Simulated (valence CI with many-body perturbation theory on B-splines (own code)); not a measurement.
# Missing levels of Hf31+

Method: configuration interaction combined with many-body perturbation theory (CI+MBPT): five valence electrons over a frozen Dirac-Fock core [Kr], radial functions for each j: 7 s, 7 p, 8 d, 6 f, 4 g, 1 h, with the one-electron correlation potential Σ1 (screened to all orders), the two-electron term Σ2, the three-electron term Σ3, Breit, model QED; selected single and double excitations, second order for the rest (own B-spline code, finite nucleus).

No measured spectrum was set against this ion. As an estimate, large intervals hold to a few tenths of a per cent, small ones and those within an open d or f shell to about a per cent. Only levels of the ground parity were solved; by the run's estimate the other parity begins above the list, which can be wrong where configurations are misplaced.

| Level | E (cm⁻¹) |
| --- | --- |
| (4d3/2^4 4d5/2) J=5/2 | 0.0 |
| (4d3/2^3 4d5/2^2) J=5/2 [a] | 85033 |
| (4d3/2^3 4d5/2^2) J=7/2 [a] | ? |
| (4d3/2^3 4d5/2^2) J=3/2 [a] | ? |
| (4d3/2^3 4d5/2^2) J=11/2 | 128070 |
| (4d3/2^3 4d5/2^2) J=9/2 | 139150 |
| (4d3/2^3 4d5/2^2) J=5/2 [b] | 146070 |
| (4d3/2^3 4d5/2^2) J=1/2 | 152230 |
| (4d3/2^3 4d5/2^2) J=7/2 [b] | 161670 |
| (4d3/2^3 4d5/2^2) J=3/2 [b] | 200650 |
| (4d3/2^2 4d5/2^3) J=5/2 [a] | ? |
| (4d3/2^2 4d5/2^3) J=7/2 [a] | 226450 |
| (4d3/2^2 4d5/2^3) J=11/2 | 231500 |
| (4d3/2^2 4d5/2^3) J=9/2 [a] | ? |
| (4d3/2^2 4d5/2^3) J=1/2 [a] | 243250 |
| (4d3/2^2 4d5/2^3) J=13/2 | 248600 |
| (4d3/2^2 4d5/2^3) J=3/2 [a] | 250150 |
| (4d3/2^2 4d5/2^3) J=5/2 [b] | ? |
| (4d3/2^2 4d5/2^3) J=9/2 [b] | 271950 |
| (4d3/2^2 4d5/2^3) J=7/2 [b] | ? |

Levels are named by their leading jj configuration (3d3/2^4 stands for four electrons in 3d with j = 3/2), which in mixed levels can hold well under half, so a name can repeat and another be missing. Letters in brackets count levels of one name in rising energy.

Task: The levels stand in rising order. What does the calculation give for the missing energies?

Result: (4d3/2^3 4d5/2^2) J=7/2 [a] 120780; (4d3/2^3 4d5/2^2) J=3/2 [a] 124430; (4d3/2^2 4d5/2^3) J=5/2 [a] 205690; (4d3/2^2 4d5/2^3) J=9/2 [a] 236420; (4d3/2^2 4d5/2^3) J=5/2 [b] 253970; (4d3/2^2 4d5/2^3) J=7/2 [b] 277060.
